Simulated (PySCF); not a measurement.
SnCl3, SMILES [Sn+]([Cl])([Cl])[Cl], charge +1. Coordinates come from a PBE0-D3(BJ)/def2-SVP optimisation. The spin state was assumed, not searched. The isomer is the one that the SMILES or the coordinates give; other isomers of the formula were not compared. The def2 effective core potentials stand for the cores of Sn; spin–orbit coupling is left out.

Level of theory: PBE0-D3(BJ)/def2-SVP in PySCF.

Harmonic wavenumbers (cm⁻¹): 101, 101, 102, 379, 456, 456. Rotational constants (GHz): 1.859, 1.859, 0.9296; symmetry number 6.

### Question
Work out the zero-point energy and the ideal-gas rigid-rotor harmonic-oscillator thermochemistry at 298.15 K and 1 atm.

### Answer
ZPE = ½ Σ hcν = ½ × 1595 cm⁻¹ = 2.28 kcal/mol. H − E(el) = 6.56 kcal/mol. Entropy in cal/(mol K): translation 42.14, rotation 25.43, vibration 12.88, total 80.45. G − E(el) = -17.43 kcal/mol. Cp = 18.00 cal/(mol K). Modes under 150 cm⁻¹ make the vibrational entropy uncertain.
